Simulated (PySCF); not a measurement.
# Phenyldifluoroborane: full NMR table

* Formula: C6H5BF2
* SMILES: FB(F)c1ccccc1
* InChI: InChI=1S/C6H5BF2/c8-7(9)6-4-2-1-3-5-6/h1-5H
* Point group of the computed structure: C2
* Carbon signals: 4
* Proton signals: 3

Atom-mapped SMILES (the numbers label the heavy atoms): `[F:1][B:2]([F:3])[c:4]1[cH:5][cH:6][cH:7][cH:8][cH:9]1` (H(Xn): hydrogen on atom n).

PySCF 2.14.0 with density-fitted response routines calculation with PBE0-D3(BJ)/def2-SVP geometry, J couplings at B3LYP/pcJ-1 (spin–dipole term only in couplings to heteroatoms) and σ from GIAO-B97-2/pcSseg-1; a single conformation, in vacuum, equivalent nuclei averaged, no relativistic terms.

δ = σ(ref) − σ, references computed at the same level: TMS for $^{1}$H (σ = 31.38 ppm) and $^{13}$C (σ = 183.69 ppm); $^{19}$F (σ = 178.12 ppm) vs CFCl3; $^{11}$B (σ = 101.82 ppm) vs BF3·OEt2.

```tsv
carbon	δC, type	δH (multiplicity, J in Hz)	HMBC from (abs. J ≥ 3 Hz)	span of the C tensor (ppm)
C4	124.7, C	–	H(C5)/H(C9), H(C6)/H(C8)	223
C5/C9	140.0, CH	8.05 (dd, 8.4, 1.1)	H(C5)/H(C9), H(C7)	247
C6/C8	130.5, CH	7.50 (t, 8.4)	H(C6)/H(C8)	231
C7	137.0, CH	7.62 (tt, 8.3, 1.1)	H(C5)/H(C9)	238
```

Other nuclei:
```csv
atoms,nucleus,environment,δ (ppm),σ (ppm)
F1/F3,$^{19}$F,fluorine bonded to B,-93.7,271.8
B2,$^{11}$B,"boron bonded to C, 2 F",24.3,77.6
```

Selected couplings (Hz, signed; the shortest-range and largest first, 30 at most; isotopes $^{13}$C, $^{1}$H, $^{19}$F, $^{11}$B): $^{1}J$(C5,H(C5)) 169.1, $^{1}J$(C6,H(C6)) 168.2, $^{1}J$(C7,H(C7)) 166.7, $^{1}J$(F1,B2) -123.1, $^{1}J$(B2,C4) 103.3, $^{2}J$(F1,C4) 36.7, $^{2}J$(B2,C5) 2.5, $^{3}J$(H(C5),H(C6)) 8.4, $^{3}J$(H(C6),H(C7)) 8.3, $^{3}J$(F1,C5) 5.8, $^{3}J$(B2,H(C5)) 4.9, $^{3}J$(B2,C6) 4.7, $^{4}J$(H(C5),H(C7)) 1.1.

1. δC 140.0, 137.0, 130.5: aromatic CH.
2. δC 124.7: substituted aromatic carbon.
3. δH 8.05, 7.62, 7.50: hydrogen on an aromatic CH; the ring current deshields protons in the ring plane.

A carbon bonded to boron is broadened by the quadrupolar boron nucleus and is often missing from a measured spectrum. C–F couplings over four or more bonds (about 3 Hz to the para carbon of a fluoroarene) are left out. Splittings below 1 Hz are ignored in the labels, and close J values are merged. Couplings among chemically equivalent protons are left out too, so labels in AA′BB′ or AA′XX′ sets are apparent multiplicities. Unscaled 3J(H,H) at this level run about 10 % above measured values. Shifts are as computed. Against solution values, carbons near 30 ppm lie about +1 ppm off and those near 130 ppm about +2 ppm. Of 1211 compounds with measured shifts, 218 miss one by over three times the rms of a fit or turn the order of signals round; such compounds aren't used in these exercises. Unscaled 19F shifts against computed CFCl3 carry errors that often reach 10 to 50 ppm.
